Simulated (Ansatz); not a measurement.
`CCN(C)[SiH3]` + H–F → `CN([SiH3])CF` + CH₄  (substitution at a C–C bond)

Calculated with Ansatz (gas phase, PBE0-D4/def2-TZVP geometries, no zero-point term in ΔE). CCSD(T)/CBS is the MP2 limit (def2-TZVPP, def2-QZVPP) plus CCSD(T) − MP2 in def2-TZVPP, frozen cores. This one scheme is used for every species. Functionals use def2-TZVPP. Each species was taken in one conformer, which may not be the lowest.

`CCN(C)[SiH3]`:

Cartesian coordinates in Å:
```
C -1.191 1.451 -0.413
C -0.060 1.016 0.509
N 0.379 -0.353 0.332
C -0.557 -1.360 0.770
Si 1.663 -0.747 -0.737
H -2.086 0.843 -0.265
H -0.895 1.366 -1.461
H -1.464 2.492 -0.220
H 0.802 1.674 0.360
H -0.372 1.148 1.554
H -1.462 -1.423 0.150
H -0.875 -1.159 1.801
H -0.083 -2.345 0.758
H 2.682 0.332 -0.640
H 2.225 -2.059 -0.318
H 1.292 -0.876 -2.181
```

H–F:

```xyz
2

F    -0.006   -0.278    0.366
H     0.006    0.278   -0.366
```

`CN([SiH3])CF`:

Cartesian coordinates in Å:
```
C -0.146 -1.467 -0.039
N 0.159 -0.052 -0.152
Si -1.098 1.056 -0.595
C 1.299 0.379 0.538
F 1.108 0.420 1.929
H -0.496 -1.745 0.961
H -0.921 -1.740 -0.759
H 0.745 -2.061 -0.267
H -2.170 1.207 0.429
H -1.735 0.548 -1.838
H -0.454 2.373 -0.822
H 2.136 -0.310 0.379
H 1.574 1.392 0.236
```

CH₄:

```xyz
5

C     0.000    0.000    0.000
H    -0.171    0.253    1.046
H    -0.930   -0.352   -0.445
H     0.754   -0.784   -0.065
H     0.348    0.883   -0.535
```

CCSD(T)/CBS gives +8.2 kJ/mol.

Question: Another level gave -9.8 kJ/mol. Which?
A. HF/def2-TZVPP
B. CCSD(T)/def2-TZVPP
C. r2SCAN-D4/def2-TZVPP
D. PBE0/def2-TZVPP

Answer: C. r2SCAN-D4 -9.8, HF/def2-TZVPP -17.0, PBE0 -4.7, CCSD(T)/def2-TZVPP 3.7 kJ/mol.

Largest T1 diagnostic among the species: 0.011.

From PBE to PBE0 (25 % exact exchange), in def2-TZVPP and without D4, ΔE moves by +6.3 kJ/mol. The D4 term adds +9.2 kJ/mol with B3LYP and +5.2 kJ/mol with PBE0; it sums over pairs of atoms, weighted by their polarisabilities, and B3LYP, whose exchange is more repulsive, gets the larger term. In def2-TZVPP, CCSD(T) changes the Hartree–Fock value by +20.7 kJ/mol (the triples alone add +1.0 kJ/mol) and MP2 by +28.5 kJ/mol.

CCSD(T)/CBS has its own doubt, a few kJ/mol and more with outer-core shells, so smaller differences from it don't rank the levels.

B3LYP here is the variant with VWN-RPA as its local correlation; programs differ in this.
